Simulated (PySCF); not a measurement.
Si(Me)(OMe)2(NH2), SMILES O([Si](C)(OC)N)C, singlet (GFN2-xTB optimised geometry):

```
18

C      1.879    -0.925    -0.875
O      1.013    -1.593     0.000
Si    -0.617    -1.593     0.000
C     -1.369    -2.537    -1.471
N     -1.186    -2.346     1.446
O     -1.032    -0.012     0.000
C     -2.324     0.519     0.070
H      1.862    -1.394    -1.862
H      1.596     0.124    -0.975
H      2.886    -0.994    -0.461
H     -0.929    -3.523    -1.578
H     -2.440    -2.670    -1.353
H     -1.206    -2.005    -2.404
H     -0.923    -1.910     2.317
H     -1.069    -3.342     1.530
H     -2.863     0.344    -0.864
H     -2.234     1.593     0.239
H     -2.886     0.066     0.889
```

Calculation: PBE0/def2-SVP (PySCF).

Problem. What are the frontier orbital energies and the dipole moment?

Solution. HOMO-2 -7.83 eV, HOMO-1 -7.70 eV, HOMO -7.27 eV, LUMO 1.60 eV, LUMO+1 2.34 eV; dipole moment 0.54 D.

On the same geometry PBE/def2-SVP (PySCF 2.14.0) gives HOMO-2 -6.17 eV, HOMO-1 -6.11 eV, HOMO -5.69 eV, LUMO 0.73 eV, LUMO+1 1.43 eV; dipole moment 0.48 D.

Meta-Löwdin charges at PBE0/def2-SVP: C1 -0.07, O2 -0.61, Si3 1.30, C4 -0.59, N5 -0.70, O6 -0.61, C7 -0.07, H8 0.09, H9 0.10, H10 0.11, H11 0.12, H12 0.12, H13 0.11, H14 0.22, H15 0.22, H16 0.09, H17 0.11, H18 0.09.
